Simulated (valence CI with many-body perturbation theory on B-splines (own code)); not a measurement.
Level structure of Kr29+

Computed by relativistic CI+MBPT: five valence electrons over a frozen Dirac-Fock core [He], radial functions for each j: 11 s, 11 p, 10 d, 8 f, 5 g, 2 h, with the one-electron correlation potential Σ1 (screened to all orders), the two-electron term Σ2, the three-electron term Σ3, Breit, model QED; selected single and double excitations, second order for the rest, scaled by the run's own slope (own B-spline code, finite nucleus).

No measured spectrum was set against this ion. As an estimate, large intervals hold to a few tenths of a per cent, small ones and those within an open d or f shell to about a per cent. Among the levels kept, up to 5300 cm⁻¹ of a level comes from second order outside the variational space, and about a tenth of that is noise between levels of different J, which matters for small intervals.

Levels 181 to 209 of 209, with energies above the lowest level, (2s^2 2p1/2^2 2p3/2) J=3/2. "Leading %" is the weight of the configuration and term that name the level; weights of strongly mixed levels are sums over their largest components and can fall short, so below about 35 % the name and the second component can differ from the true leading terms, or belong to a minority configuration. In the jj column 3d3/2^4 stands for four electrons in 3d with j = 3/2.

| No. | Configuration | Term | J | E (× 10³ cm⁻¹) | Leading % | g | Leading jj | Second component |
| --- | --- | --- | --- | --- | --- | --- | --- | --- |
| 181 | 2s 2p3 3p | 2D | 5/2 | 18102 | 55 | 1.315 | 2s 2p3/2^3 3p3/2 (68 %) | 26 % 2s 2p3 3p 4P |
| 182 | 2s 2p3 3d | 2D° | 5/2 | 18123 | 38 | 1.119 | 2s 2p1/2 2p3/2^2 3d3/2 (46 %) | 20 % 2s 2p3 3d 2F° |
| 183 | 2s 2p3 3d | 2P° | 3/2 | 18138 | 33 | 1.326 | 2s 2p1/2 2p3/2^2 3d3/2 (40 %) | 18 % 2s 2p3 3d 4P° |
| 184 | 2s 2p3 3d | 2F° | 7/2 | 18140 | 34 | 1.136 | 2s 2p1/2 2p3/2^2 3d5/2 (65 %) | 24 % 2s 2p3 3d 2G° |
| 185 | 2s 2p3 3d | 4P° | 1/2 | 18141 | 40 | 1.819 | 2s 2p1/2 2p3/2^2 3d3/2 (59 %) | 16 % 2s 2p3 3d 2P° |
| 186 | 2s 2p3 3p | 2P | 1/2 | 18157 | 58 | 1.178 | 2s 2p3/2^3 3p3/2 (71 %) | 29 % 2s 2p3 3p 2S |
| 187 | 2s 2p3 3d | 4D° | 5/2 | 18169 | 46 | 1.204 | 2s 2p1/2 2p3/2^2 3d3/2 (63 %) | 10 % 2s 2p3 3d 2F° |
| 188 | 2s 2p3 3d | 2P° | 1/2 | 18172 | 48 | 0.862 | 2s 2p1/2 2p3/2^2 3d5/2 (66 %) | 18 % 2s 2p3 3d 2S° |
| 189 | 2s 2p3 3d | 4D° | 3/2 | 18185 | 50 | 1.026 | 2s 2p1/2 2p3/2^2 3d3/2 (77 %) | 17 % 2s 2p3 3d 2D° |
| 190 | 2s 2p3 3d | 2F° | 5/2 | 18189 | 50 | 1.042 | 2s 2p1/2 2p3/2^2 3d5/2 (56 %) | 22 % 2s 2p3 3d 2D° |
| 191 | 2s 2p3 3d | 4D° | 7/2 | 18192 | 47 | 1.268 | 2s 2p1/2 2p3/2^2 3d5/2 (79 %) | 24 % 2s 2p3 3d 2F° |
| 192 | 2s 2p3 3d | 4D° | 1/2 | 18204 | 61 | 0.338 | 2s 2p1/2 2p3/2^2 3d3/2 (82 %) | 30 % 2s 2p3 3d 2P° |
| 193 | 2s 2p3 3d | 2D° | 3/2 | 18223 | 46 | 1.077 | 2s 2p1/2 2p3/2^2 3d5/2 (75 %) | 39 % 2s 2p3 3d 2P° |
| 194 | 2s 2p3 3d | 2D° | 3/2 | 18249 | 43 | 1.127 | 2s 2p1/2 2p3/2^2 3d5/2 (61 %) | 17 % 2s 2p3 3d 2P° |
| 195 | 2s 2p3 3p | 2P | 1/2 | 18263 | 43 | 1.480 | 2s 2p3/2^3 3p1/2 (78 %) | 22 % 2s 2p3 3p 2S |
| 196 | 2s 2p3 3p | 2D | 3/2 | 18271 | 41 | 1.113 | 2s 2p3/2^3 3p1/2 (83 %) | 33 % 2s 2p3 3p 2P |
| 197 | 2p4 3s | 4P | 5/2 | 18284 | 67 | 1.465 | 2p1/2^2 2p3/2^2 3s (75 %) | 15 % 2s 2p3 3p 2D |
| 198 | 2s 2p3 3d | 2D° | 5/2 | 18291 | 50 | 1.127 | 2s 2p1/2 2p3/2^2 3d5/2 (58 %) | 20 % 2s 2p3 3d 2F° |
| 199 | 2s 2p3 3p | 2D | 5/2 | 18342 | 45 | 1.337 | 2s 2p3/2^3 3p3/2 (69 %) | 25 % 2s 2p3 3p 4P |
| 200 | 2p4 3s | 2P | 3/2 | 18342 | 37 | 1.245 | 2p1/2^2 2p3/2^2 3s (56 %) | 18 % 2s 2p3 3p 2P |
| 201 | 2s 2p3 3p | 2P | 3/2 | 18355 | 43 | 1.286 | 2s 2p3/2^3 3p3/2 (54 %) | 16 % 2p4 3s 2P |
| 202 | 2s 2p3 3d | 2G° | 9/2 | 18440 | 58 | 1.200 | 2s 2p3/2^3 3d5/2 (71 %) | 35 % 2s 2p3 3d 4F° |
| 203 | 2s 2p3 3p | 2P | 1/2 | 18450 | 40 | 1.433 | 2s 2p3/2^3 3p3/2 (75 %) | 30 % 2s 2p3 3p 2S |
| 204 | 2s 2p3 3d | 2S° | 1/2 | 18472 | 41 | 1.814 | 2s 2p3/2^3 3d3/2 (60 %) | 28 % 2s 2p3 3d 4P° |
| 205 | 2s 2p3 3d | 2P° | 3/2 | 18475 | 45 | 1.344 | 2s 2p3/2^3 3d3/2 (56 %) | 21 % 2s 2p3 3d 4P° |
| 206 | 2s 2p3 3d | 2D° | 5/2 | 18483 | 57 | 1.282 | 2s 2p3/2^3 3d5/2 (54 %) | 16 % 2s 2p3 3d 4P° |
| 207 | 2s 2p3 3d | 2F° | 7/2 | 18486 | 56 | 1.230 | 2s 2p3/2^3 3d5/2 (70 %) | 24 % 2s 2p3 3d 4D° |
| 208 | 2s 2p3 3d | 2F° | 7/2 | 18494 | 43 | 1.050 | 2s 2p3/2^3 3d3/2 (75 %) | 37 % 2s 2p3 3d 2G° |
| 209 | 2s 2p3 3d | 2F° | 5/2 | 18503 | 52 | 1.006 | 2s 2p3/2^3 3d3/2 (62 %) | 20 % 2s 2p3 3d 2D° |

Where two levels of one J and parity lie close, their mixing, g and order are uncertain.
